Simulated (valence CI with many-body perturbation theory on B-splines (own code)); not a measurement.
## Pd VII: calculated level list

Level of theory: valence CI with perturbative core correlation (CI+MBPT): four valence electrons over a frozen Dirac-Fock core [Kr], radial functions for each j: 7 s, 7 p, 8 d, 6 f, 4 g, 1 h, with the one-electron correlation potential Σ1 (screened to all orders), the two-electron term Σ2, the three-electron term Σ3, Breit, model QED; selected single and double excitations, second order for the rest, scaled by the run's own slope (own B-spline code, finite nucleus).

No measured levels were compared; by estimate terms of the open shell hold to 2 to 4 % of their energy, and close levels can change places; different configurations can be misplaced against each other by 1,000 to 8,000 cm⁻¹. Only levels of the ground parity were solved; by the run's estimate the other parity begins above the list, which can be wrong where configurations are misplaced.

Levels 1 to 31 of 31, with energies above the lowest level, 4d⁴ ⁵D_0. "Leading %" is the weight of the configuration and term that name the level; weights of strongly mixed levels are sums over their largest components and can fall short, so below about 35 % the name and the second component can differ from the true leading terms, or belong to a minority configuration. In the jj column 3d3/2^4 stands for four electrons in 3d with j = 3/2.

```tsv
No.	Configuration	Term	J	E (cm⁻¹)	Leading %	g	Leading jj
1	4d⁴	⁵D	0	0.0	93		4d3/2^2 4d5/2^2 (55 %)
2	4d⁴	⁵D	1	965	96	1.500	4d3/2^3 4d5/2 (65 %)
3	4d⁴	⁵D	2	2422	98	1.497	4d3/2^2 4d5/2^2 (66 %)
4	4d⁴	⁵D	3	4112	98	1.495	4d3/2^2 4d5/2^2 (50 %)
5	4d⁴	⁵D	4	5923	96	1.491	4d3/2^2 4d5/2^2 (39 %)
6	4d⁴	³P	0	20305	86		4d3/2^4 (51 %)
7	4d⁴	³H	4	20842	76	0.869	4d3/2^3 4d5/2 (62 %)
8	4d⁴	³H	5	23002	87	1.053	4d3/2^2 4d5/2^2 (91 %)
9	4d⁴	³P	1	24437	93	1.468	4d3/2^2 4d5/2^2 (43 %)
10	4d⁴	³H	6	24537	92	1.154	4d3/2^2 4d5/2^2 (67 %)
11	4d⁴	³G	3	24569	54	0.903	4d3/2^2 4d5/2^2 (57 %)
12	4d⁴	³F	2	25564	93	0.691	4d3/2^2 4d5/2^2 (53 %)
13	4d⁴	³F	4	26355	53	1.121	4d3/2 4d5/2^3 (41 %)
14	4d⁴	³P	2	29300	82	1.442	4d3/2^2 4d5/2^2 (52 %)
15	4d⁴	³F	3	29367	55	0.940	4d3/2 4d5/2^3 (68 %)
16	4d⁴	³G	4	29400	57	1.091	4d3/2^2 4d5/2^2 (76 %)
17	4d⁴	³G	5	30951	87	1.180	4d3/2 4d5/2^3 (91 %)
18	4d⁴	³D	3	34205	93	1.317	4d3/2 4d5/2^3 (39 %)
19	4d⁴	¹I	6	34663	92	1.012	4d3/2 4d5/2^3 (66 %)
20	4d⁴	³D	2	35176	71	1.183	4d3/2 4d5/2^3 (34 %)
21	4d⁴	³D	1	35932	95	0.536	4d3/2 4d5/2^3 (62 %)
22	4d⁴	¹G	4	38385	75	1.028	4d5/2^4 (50 %)
23	4d⁴	¹S	0	41935	90		4d3/2 4d5/2^3 (66 %)
24	4d⁴	¹D	2	44303	79	1.026	4d3/2^2 4d5/2^2 (45 %)
25	4d⁴	¹F	3	47785	87	1.015	4d3/2 4d5/2^3 (59 %)
26	4d⁴	³P	2	54841	93	1.464	4d3/2^2 4d5/2^2 (55 %)
27	4d⁴	³F	4	56109	93	1.237	4d3/2^2 4d5/2^2 (74 %)
28	4d⁴	³F	2	56596	93	0.695	4d3/2^2 4d5/2^2 (52 %)
29	4d⁴	³F	3	57336	90	1.077	4d3/2 4d5/2^3 (87 %)
30	4d⁴	³P	1	58509	98	1.497	4d3/2 4d5/2^3 (87 %)
31	4d⁴	³P	0	60447	96		4d5/2^4 (57 %)
```

Names give the largest LS component (configuration and term), which can be under half, so a name can repeat, a term be missing and a line seem to break the LS rules; names also repeat where a configuration has a term twice.

The ionisation energy to 4d³ ⁴F3/2 of the next ion comes out as 101.75 eV (NIST: 101 ± 2 eV (theoretical)). All 31 levels together are meant to be complete up to 62905 cm⁻¹.
